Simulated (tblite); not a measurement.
Task: Write a Z-matrix for `CC[SiH2][Si@@H](O)[S+]C` [radical] as optimised with GFN2-xTB. (Charge +1 and doublet state.)

Result: 
Z-matrix in Å and degrees, rows numbered from 1:
```
C 
C   1  1.5298
Si  2  1.9000  1  111.29
Si  3  2.4504  2  104.93  1  -177.52
O   4  1.5938  3   96.29  2   -53.80
S   4  2.1417  3  106.89  2    59.99
C   6  1.8153  4  102.90  3    80.28
H   1  1.0878  2  109.56  3  -179.54
H   1  1.0864  2  111.42  3   -60.08
H   1  1.0866  2  111.39  3    61.01
H   2  1.0937  1  109.23  3  -122.30
H   2  1.0930  1  109.28  3   121.43
H   3  1.4608  2  117.05  1    68.31
H   3  1.4693  2  115.10  1   -65.31
H   4  1.4525  3  114.84  2  -176.34
H   5  0.9579  4  130.82  3   172.27
H   7  1.0859  6  106.29  4   167.98
H   7  1.0842  6  110.67  4    48.69
H   7  1.0855  6  109.57  4   -74.09
```

Si3 (silicon bonded to C, Si and 2 H) is distorted tetrahedral (angles from 102.8° to 117.1°). Si4 (silicon bonded to O, S, Si and H) has angles from 96.3° to 116.1°. S6 (sulfur bonded to C and Si) is bent (angle 102.9°). O5 (oxygen bonded to Si and H) is bent (angle 130.8°).

Computed geometry: GFN2-xTB, gas phase. This method treats the open shell by occupation alone, without spin polarisation.

Point group: C1 (no symmetry element, even within 0.4 Å). Its lowest GFN2-xTB frequency is 14 cm⁻¹, too small to tell a flat minimum from a shallow saddle. Torsions: C1–C2–Si3–Si4 -178°, C2–Si3–Si4–O5 -54°, Si3–Si4–O5–H 172°, Si3–Si4–S6–C7 80°.

One conformer stands for the species.
